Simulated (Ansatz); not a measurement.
Total energies of InH₂Cl from Ansatz at CCSD(T)/def2-TZVPP, gas phase (1 Eh = 27.2114 eV = 2625.5 kJ/mol). The reference geometry is relaxed at PBE0-D4/def2-TZVP.

```
                 state   geometry  energy (Eh)
      charge 0 singlet  reference   -650.43943
      charge 1 doublet  reference   -650.04733
free In atom (doublet)          –   -189.46228
 free H atom (doublet)          –     -0.49981
free Cl atom (doublet)          –   -459.66464
```

In the def2 sets In takes a core potential; there is no spin–orbit coupling. Correlated methods freeze 9 core orbitals; core or outer-core shells of In are correlated, in sets that lack core-valence functions. In CCSD on the charge 1 doublet the largest single amplitude is 0.26, so its Hartree–Fock determinant may place the open shell otherwise than the density functionals do.

(1) Work out the vertical ionisation energy to the doublet.

(2) What is the binding energy per atom against free atoms?

(1) E(charge 1 doublet) − E(charge 0 singlet) = -650.04733 − (-650.43943) = 0.39210 Eh = 10.67 eV.

(2) Atoms: 1 × (-189.46228) + 2 × (-0.49981) + 1 × (-459.66464) = -650.12654 Eh. Binding: -650.12654 − (-650.43943) = 0.31289 Eh = 8.51 eV, or 2.13 eV for each of 4 atoms (no zero-point energy, no counterpoise term).
